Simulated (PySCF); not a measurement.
Ionisation energy of Tl²⁺ by level of theory

Tl²⁺ [Xe] 4f14 5d10 6s1 (2S) → Tl³⁺ [Xe] 4f14 5d10 (1S), as a difference of total energies. All numbers are calculated (PySCF 2.14, scalar relativity through the core potential, in aug-cc-pVDZ-PP with ECP60MDF (5s4p3d, 32 functions)). The calculations carry no spin-orbit coupling.

```json
{"method": "UHF", "ionisation energy (eV)": "28.184"}
{"method": "LDA", "ionisation energy (eV)": "30.714"}
{"method": "PBE", "ionisation energy (eV)": "30.281"}
{"method": "PBE0", "ionisation energy (eV)": "29.948"}
{"method": "r2SCAN", "ionisation energy (eV)": "30.118"}
{"method": "B97-3", "ionisation energy (eV)": "29.727"}
{"method": "M06", "ionisation energy (eV)": "29.731"}
{"method": "wB97M-V", "ionisation energy (eV)": "29.490"}
{"method": "PW91", "ionisation energy (eV)": "30.372"}
```

For comparison: 29.852 eV (measured; NIST Atomic Spectra Database, ionization energies).
